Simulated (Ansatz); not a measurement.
Consider the hydrogenolysis of a C–N bond: `[SiH3]NC[SiH2]Cl` + H₂ → `C[SiH2]Cl` + `N[SiH3]`.

Isolated molecules relaxed with PBE0-D4/def2-TZVP in Ansatz; ΔE leaves out vibrations. CBS: MP2 limit from def2 TZ/QZ plus the TZ coupled-cluster correction, frozen cores. This one scheme is used for every species. Functionals use def2-TZVPP. Each species was taken in one conformer, which may not be the lowest.

`[SiH3]NC[SiH2]Cl`:

Cartesian coordinates in Å:
```
Si -1.391 -1.650 0.405
N -0.051 -0.761 -0.210
C 0.574 0.340 0.508
Si 0.934 1.672 -0.763
Cl 2.039 3.208 0.057
H -2.470 -0.690 0.754
H -1.830 -2.580 -0.667
H -1.093 -2.443 1.635
H 0.557 -1.211 -0.875
H -0.133 0.747 1.239
H 1.467 0.049 1.076
H 1.725 1.082 -1.872
H -0.329 2.238 -1.288
```

H₂:

```xyz
2

H    -0.204    0.265    0.165
H     0.204   -0.265   -0.165
```

`C[SiH2]Cl`:

```xyz
8

C     0.188   -0.990   -0.070
Si   -0.293    0.797    0.076
Cl    1.386    1.983   -0.098
H    -0.698   -1.625    0.023
H     0.894   -1.267    0.716
H     0.654   -1.189   -1.038
H    -0.904    1.091    1.395
H    -1.228    1.200   -1.003
```

`N[SiH3]`:

Z-matrix (Å, degrees):
```
Si
N 1 1.720
H 1 1.486 2 107.9
H 1 1.494 2 116.0 3 -120.3
H 1 1.486 2 107.9 3 119.4
H 2 1.007 1 119.6 3 -168.6
H 2 1.007 1 119.6 3 49.2
```

CCSD(T)/CBS gives -114.1 kJ/mol.

Problem. Another level gave -108.8 kJ/mol. Which?
A. BLYP-D4/def2-TZVPP
B. BLYP/def2-TZVPP
C. RPA@PBE/def2-TZVPP
D. PBE/def2-TZVPP

Solution. C. RPA@PBE/def2-TZVPP -108.8, BLYP-D4 -103.0, BLYP -120.2, PBE -114.8 kJ/mol.

Largest T1 diagnostic among the species: 0.010.

Leaving LDA and LC-ωPBE aside and taking each functional with its dispersion term where it has one, the values, not all of them listed here, spread over 24.1 kJ/mol, from B97M-V to revPBE-D4. LDA lies +10.0 kJ/mol from PBE without D4. In def2-TZVPP, CCSD(T) changes the Hartree–Fock value by +21.8 kJ/mol (the triples alone add +4.9 kJ/mol) and MP2 by +23.1 kJ/mol.

CCSD(T)/CBS has its own doubt, a few kJ/mol and more with outer-core shells, so smaller differences from it don't rank the levels.
